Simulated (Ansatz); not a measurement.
Input file for Ansatz (a first-principles code): R-CCSD(T)/aug-cc-pVDZ on C2H5FO (a complex), monomers drawn apart or pushed together.

Ansatz 0.2 input:
```yaml
crystal:
  periodic: [false, false, false]
  atoms:
    - {symbol: O, position_ang: [0.33121130, -0.11506841, -0.57489067]}
    - {symbol: H, position_ang: [0.03161926, -0.85918360, -1.10668009]}
    - {symbol: H, position_ang: [-0.36169966, 0.02173450, 0.08274896]}
    - {symbol: C, position_ang: [0.98339759, -0.65298398, 2.49991143]}
    - {symbol: C, position_ang: [-0.28857156, -0.44597534, 2.76435999]}
    - {symbol: F, position_ang: [-1.18060437, -0.11949957, 1.78992616]}
    - {symbol: H, position_ang: [1.37563024, -0.57352153, 1.49471974]}
    - {symbol: H, position_ang: [1.64900972, -0.90758084, 3.31169928]}
    - {symbol: H, position_ang: [-0.77219074, -0.50038747, 3.72968369]}
basis:
  gaussian:
    orbitals: aug-cc-pVDZ
magnetization: {spin_polarized: false}
correlation: {method: ccsd_t, electrons: outside_noble_gas}
scf: {lower_state_search: off}
```

Program output:

```
WARN ansatz: RAYON_NUM_THREADS=1 ignored (pool sized by the plan → 1); use --threads N
Functional definition: HF
these checks for a lower state are left out or cut short: stability, starts, cluster_reference, orbital_swaps, neighbouring_geometries, increment
integrals: 0.32 GiB planned
1323 factors; integrals over basis functions are off by at most 6.8e-4 eV
mean field: 0.33 GiB planned
mean field evaluation 1: about -6879.3507 eV, gradient 4.2e1 eV
mean field evaluation 2: about -6879.3509 eV, gradient 4.2e1 eV
mean field evaluation 4: about -6883.0737 eV, gradient 3.5e0 eV
mean field evaluation 8: about -6883.1212 eV, gradient 1.0e-1 eV
mean field -6883.12127574 eV, -252.9500413362 hartree, gradient 1.9e-6 eV, S^2 0.000000; 0 other end points of the search recorded, 0 dependent functions left out
4 core orbitals not correlated
reference -6883.12127574 eV, -252.9500413362 hartree; 13, 13 occupied and 120, 120 virtual orbitals, 1323 factors
second order -19.12486522 eV of doubles, -0.00000000 eV of singles
coupled cluster: 0.96 GiB planned
cycle   1  -19.43422937 eV  change   -3.1e-1 eV  update   1.0e-1
cycle   2  -19.88297035 eV  change   -4.5e-1 eV  update   3.1e-2
cycle   3  -20.01449342 eV  change   -1.3e-1 eV  update   1.6e-2
cycle   4  -20.01204514 eV  change    2.4e-3 eV  update   3.9e-3
cycle   5  -20.00959523 eV  change    2.4e-3 eV  update   1.6e-3
cycle   6  -20.01049786 eV  change   -9.0e-4 eV  update   4.0e-4
cycle   7  -20.01042945 eV  change    6.8e-5 eV  update   1.2e-4
cycle   8  -20.01037004 eV  change    5.9e-5 eV  update   3.9e-5
cycle   9  -20.01036761 eV  change    2.4e-6 eV  update   1.5e-5
perturbative correction -0.60662911 eV, -0.0222932086 hartree
Total energy: -6903.73827246 eV, -253.7077019911 hartree
Checks for a lower state left out: stability, starts, cluster_reference, orbital_swaps, neighbouring_geometries, increment
```

Self-consistency was reached.

Cost: roughly 30 core-seconds.
